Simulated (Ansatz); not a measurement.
Energy profile

The step: AlH₃O ([OH][AlH2]) + H₂O₂ ([OH][OH]) → AlH₃O₂ ([OH][O][AlH2]) + H₂O (still joined by a long Al–O bond); bonds formed: O2–H5; dative contacts that become bonds: Al1–O6; bonds broken: H5–O6; bonds weakened to dative contacts: Al1–O2 (atoms numbered as in the saddle structure below).

Al1  (-0.903, -0.491, 0.348)
O2  (0.828, -0.890, 0.912)
H3  (-1.532, -1.723, -0.427)
H4  (-1.688, 0.458, 1.333)
H5  (0.981, -0.120, -0.022)
O6  (0.267, 0.469, -0.825)
O7  (0.304, 1.881, -0.625)
H8  (1.218, -1.762, 0.822)
H9  (0.526, 2.177, -1.516)
(Å)

Electronic energies by CCSD(T) at an estimated basis limit (MP2 extrapolated from triple and quadruple zeta, plus CCSD(T) − MP2 in triple zeta), on PBE0-D4/def2-TZVP structures; AlH₅O₃, closed shell; no counterpoise correction. Program: Ansatz 0.2.0. Basis: def2-TZVPP and def2-QZVPP. Cores are frozen in the correlated methods. Extrapolation: Hartree–Fock as exp(−7.88 √X), correlation as X^−2.97.

(1) Give the profile in kcal/mol, counted from the separated reactants. (To be estimated.)

No T1 diagnostic of these runs exceeds 0.015.

Results:

(1) Computed:
```csv
point,kcal/mol
"separated: AlH₃O (linked as [OH][AlH2]; Al1, O2, H3, H4, H8; singlet) + H₂O₂ (linked as [OH][OH]; H5, O6, O7, H9; singlet)",0.00
start structure,-16.74
saddle,-8.73
end structure,-22.37
"separated: AlH₃O₂ (linked as [OH][O][AlH2]; Al1, H3, H4, O6, O7, H9; singlet) + H₂O (O2, H5, H8; singlet)",2.93
```
The saddle lies below the separated reactants: the barrier is submerged.

For scale, one of the runs: CCSD(T)/def2-TZVPP, 205 basis functions, launched by `ansatz run in.yaml --threads 4 --pin off --events-out ev --progress --plain --max-ram 9574MiB`. The run took 69 s on 4 CPU threads of an Intel Xeon (shared host), with 2.8 GiB of host memory at its peak.
